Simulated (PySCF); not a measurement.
C6H14P (charge +1).
SMILES: `C(C)[C@@H]1[C@@H]([P@H+]1C)C`

A PySCF run (density fitting, gas phase, GFN2-xTB geometry) gave HOMO -11.67 eV, LUMO -5.62 eV and E = -577.786 Eh.

Question: Which of these levels was it?
A. HF/pcSseg-1
B. PBE0/pcSseg-1
C. OPBE/def2-SVPD
D. PBE0/def2-SVPD

Answer: C. It is OPBE/def2-SVPD. All candidates on this geometry:

```json
{"level and settings": "OPBE/def2-SVPD, level shift 0.3 Eh", "kind": "GGA", "basis functions": "256", "SCF cycles": "12", "E (Eh)": "-577.7863", "HOMO (eV)": "-11.67", "LUMO (eV)": "-5.62"}
{"level and settings": "PBE0/def2-SVPD", "kind": "global hybrid", "basis functions": "256", "SCF cycles": "12", "E (Eh)": "-577.4708", "HOMO (eV)": "-12.87", "LUMO (eV)": "-4.76"}
{"level and settings": "PBE0/pcSseg-1", "kind": "global hybrid", "basis functions": "196", "SCF cycles": "12", "E (Eh)": "-577.6807", "HOMO (eV)": "-12.94", "LUMO (eV)": "-4.76"}
{"level and settings": "HF/pcSseg-1, fitting basis def2-qzvpp-jkfit", "kind": "Hartree–Fock", "basis functions": "196", "SCF cycles": "10", "E (Eh)": "-575.7783", "HOMO (eV)": "-15.65", "LUMO (eV)": "-0.96"}
```

The nearest other candidate, by the summed differences of HOMO and LUMO, is PBE0/def2-SVPD: its HOMO differs by -1.20 eV and its LUMO by +0.86 eV. Cycle counts include a coarse-grid stage where the run had one.

Shape of the structure used: `[CH3:1][CH2:2][C@@H:3]1[C@H:4]([CH3:5])[P@H+:6]1[CH3:7]`: C1–C2–C3–C4 155°.
